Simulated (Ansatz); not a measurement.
Z-matrix (Å, degrees):
```
Si
Si 1 2.349
Ge 1 2.926 2 52.7
C 1 1.892 2 91.0 3 19.9
H 1 1.490 2 109.2 3 -91.6
H 1 1.490 2 121.3 3 141.6
H 2 1.486 1 121.4 3 118.2
H 2 1.489 1 113.8 3 -107.6
H 3 1.540 1 106.1 2 -107.4
H 3 1.540 1 143.0 2 91.8
H 4 1.094 1 110.4 2 88.8
H 4 1.090 1 116.4 2 -147.1
```

Charge 0, multiplicity 1.

Problem. List the r2SCAN/def2-TZVPP orbital energies in eV (Ansatz). (An estimate is asked.)

Solution. Computed: Occupied: -10834.02, -1790.89, -1790.84, -1349.13, -1199.18, -1199.17, -1199.17, -272.96, -167.30, -141.35, -141.34, -116.99, -116.98, -116.98, -96.22, -96.21, -96.20, -96.20, -96.18, -96.17, -30.29, -30.27, -30.25, -30.22, -30.21, -18.27, -14.39, -13.33, -12.15, -10.79, -9.90, -9.06, -8.60, -8.19, -7.51, -7.17, -6.48. Lowest empty: -1.00, -0.73, -0.45, 0.38, 0.89, 1.19, 1.56, 1.75.
